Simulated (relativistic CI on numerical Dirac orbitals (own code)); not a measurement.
## Pr⁵⁺: q coefficients and field-shift factors

Computed by Dirac-Coulomb-Breit CI, separate exchange-only KLI orbitals for each configuration, valence Slater integrals scaled by 0.85, P86 correlation energy added to each configuration, derivatives by finite differences, QED left out (own radial code, finite nucleus).

CI space (outside the closed core [Kr] 4d10): 5s2 5p6, 5s2 5p5 4f, 5s2 5p5 5d, 5s 5p6 5d, 5s2 5p5 5f. Double excitations out of closed p, d and f shells are left out; levels of such configurations are missing from the list, as are those of other unlisted configurations, and high levels can miss mixing partners.

With x = (α/α₀)² − 1 an excitation energy changes as ω = ω₀ + qx; K = 2q/ω₀ is the relative enhancement. Terms are leading LS components, so labels can repeat. The field-shift factor is F = δν/δ⟨r²⟩ for the transition from the lowest level.

Lowest level 5s2 5p6 1S_0.

```tsv
Level	ω₀ (cm⁻¹)	q (cm⁻¹)	K	F (GHz/fm²)
5s2 5p5 4f 3D_1	64839	30790	0.95	-6.79
5s2 5p5 4f 3D_2	68463	32810	0.958	-6.79
5s2 5p5 4f 3G_4	71737	31320	0.873	-6.76
5s2 5p5 4f 3G_5	72268	33390	0.924	-6.6
5s2 5p5 4f 3D_3	74107	35160	0.949	-6.79
5s2 5p5 4f 3G_3	77584	33230	0.857	-6.78
5s2 5p5 4f 3F_4	81587	34420	0.844	-6.65
5s2 5p5 4f 1D_2	82756	33340	0.806	-6.78
5s2 5p5 4f 3G_3	102249	61980	1.21	-8.34
5s2 5p5 4f 3F_3	106150	63730	1.2	-8.19
5s2 5p5 4f 3F_4	106722	65410	1.23	-8.28
5s2 5p5 4f 3F_2	108089	63800	1.18	-8.5
5s2 5p5 5d 3P°_0	202404	1538	0.0152	2.16
5s2 5p5 5d 3P°_1	205825	3481	0.0338	2.14
5s2 5p5 5d 3P°_2	212453	6622	0.0623	2.16
5s2 5p5 5d 3F°_4	213286	5061	0.0475	2.35
5s2 5p5 5d 3F°_3	214483	2795	0.0261	2.2
5s2 5p5 5d 3F°_2	219125	4230	0.0386	2.22
5s2 5p5 5d 3D°_3	226269	4685	0.0414	2.45
5s2 5p5 5d 3D°_1	238161	17480	0.147	1.6
5s2 5p5 5d 3F°_2	244478	34910	0.286	0.514
5s2 5p5 5d 3D°_2	249797	37350	0.299	0.705
5s2 5p5 5d 1F°_3	252670	38530	0.305	0.655
```

At this charge configurations can still be misplaced by up to about 7 % of their energy. Levels and lines within the n = 5 or 6 shells can be off by up to 10 % or somewhat more, and those that change n by about 2 %, since core polarisation is missing. Levels that differ in their count of f electrons can be misplaced by several ten thousand cm⁻¹, since the correlation energy of f electrons is missing or only estimated; rates across such gaps can be off by orders of magnitude.
